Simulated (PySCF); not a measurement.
## DyN: energy against distance

Set-up: Dy x2c-TZVPall, N x2c-TZVPall; spin-free X2C with a Gaussian nucleus (PySCF 2.14). Energies in eV from Dy (4f10 6s2) + N in their ground configurations at the same level. State: octet, about 9.1 electrons in the 4f shell (Mulliken), real f orbitals that mix terms.

All columns are PBE0. A positive dipole means Dy(−)N(+).

```tsv
R (Å)	E (eV)	μ (D)	Mulliken charge on Dy (basis-dependent)	HOMO (eV)	LUMO (eV)	Mayer bond order	⟨S²⟩
1.544	-1.840	-2.27	0.44	-4.29	-2.23	2.81	15.76
1.615	-2.503	-2.84	0.49	-4.38	-2.40	2.70	15.76
1.687	-2.885	-3.35	0.52	-4.46	-2.46	2.56	15.76
1.741	-3.030	-3.71	0.55	-4.52	-2.47	2.47	15.76
1.795	-3.076	-4.06	0.57	-4.59	-2.47	2.39	15.76
1.849	-3.036	-4.40	0.58	-4.66	-2.49	2.33	15.76
1.921	-2.871	-4.83	0.59	-4.76	-2.56	2.26	15.76
2.010	-2.528	-5.35	0.60	-4.89	-2.68	2.21	15.76
2.118	-1.981	-5.92	0.59	-5.03	-2.82	2.16	15.77
2.262	-1.137	-6.54	0.58	-5.19	-2.98	2.11	15.80
```

A fit through these points gives, at Re = 1.795 Å, μ = -4.06 D and dμ/dR = -6.38 D/Å; the reduced mass is 12.9 u.

Question: How strong is the fundamental in the double-harmonic approximation, I = 42.26·(dμ/dR)²/μred km/mol?

Answer: I = 42.26·(-6.38)²/12.9 = 133 km/mol at PBE0.

Spin–orbit coupling is left out, which matters for elements this heavy, above all for dissociation energies. With d or f electrons several states lie close, and the lowest PBE0 determinant need not be the measured ground state.
